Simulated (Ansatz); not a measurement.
Consider the substitution at a C–Si bond: `C=C[Si](O)(Cl)OC` + `N[SiH2]S` → `C=CS[SiH2]N` + `CO[SiH](O)Cl`.

Program: Ansatz. Geometries: PBE0-D4/def2-TZVP. ΔE: electronic, gas phase. CCSD(T)/CBS is the MP2 limit (def2-TZVPP, def2-QZVPP) plus CCSD(T) − MP2 in def2-TZVPP, frozen cores. DFT in def2-TZVPP. One conformer a species, not always the lowest.

```csv
level,ΔE (kcal/mol),difference from CCSD(T)/CBS
PBE-D4,9.2,-2.3
ωB97X-V,11.4,-0.1
B2PLYP,10.4,-1.1
r2SCAN,10.2,-1.3
PBE0,10.0,-1.5
MP2/def2-TZVPP,10.9,-0.6
SCS-MP2/def2-TZVPP,10.8,-0.7
CCSD(T)/def2-TZVPP,11.7,0.2
MP2/def2-QZVPP,10.8,-0.7
CCSD/CBS(def2),12.0,0.5
CCSD(T)/CBS,11.5,0
```

Largest T1 diagnostic among the species: 0.012.

The D4 term adds +1.0 kcal/mol with B3LYP and +0.6 kcal/mol with PBE0; it sums over pairs of atoms, weighted by their polarisabilities, and B3LYP, whose exchange is more repulsive, gets the larger term. From PBE to PBE0 (25 % exact exchange), in def2-TZVPP and without D4, ΔE moves by +1.4 kcal/mol.

B3LYP here is the variant with VWN-RPA as its local correlation; programs differ in this.
